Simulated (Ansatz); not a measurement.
Ansatz (a first-principles code) input:

Ansatz 0.2 input:
```yaml
crystal:
  periodic: [false, false, false]
  atoms:
    - {symbol: B, position_ang: [-1.54576958, 0.10378063, -0.17963293]}
    - {symbol: Br, position_ang: [0.34039482, -0.02285359, 0.03955707]}
    - {symbol: H, position_ang: [-1.96624912, 0.99399433, -0.83634538]}
    - {symbol: H, position_ang: [-2.21872151, -0.71302173, 0.35001253]}
basis:
  gaussian:
    orbitals: aug-cc-pVTZ
total_charge: 1
magnetization: {spin_polarized: true, initial_magnetization: 1}
correlation: {method: ccsd_t, electrons: outside_noble_gas}
```

Task: Predict the final energy.

Result: -2598.24565 Eh (CCSD(T)/aug-cc-pVTZ). The basis has 151 functions.

This state (charge 1, doublet) is run at the relaxed geometry of the species with charge 0 and multiplicity 1.
